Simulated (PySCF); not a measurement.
ethenyl silylformate (C3H6O2Si), SMILES C=COC(=O)[SiH3]. The structure is a stationary point at PBE0-D3(BJ)/def2-SVP. The values are those of a single conformer.

Q: Give the equilibrium geometry at PBE0-D3(BJ)/def2-SVP (PySCF confirms it by a frequency run) as a Z-matrix. (An estimate is asked for; the answer gives what the named calculation found.)

A: One answer among several that fit: 
```
C
O 1 1.2002
O 1 1.3530 2 124.91
C 3 1.3745 1 124.61 2 0.00
C 4 1.3324 3 129.28 1 0.04
H 5 1.0872 4 123.42 3 0.01
H 5 1.0919 6 119.43 4 -179.99
H 4 1.0926 5 122.30 6 -180.00
Si 1 1.9281 2 122.66 6 -179.98
H 9 1.4895 1 111.89 2 -179.57
H 9 1.4900 10 110.66 1 -118.98
H 9 1.4901 10 110.64 11 -122.06
```
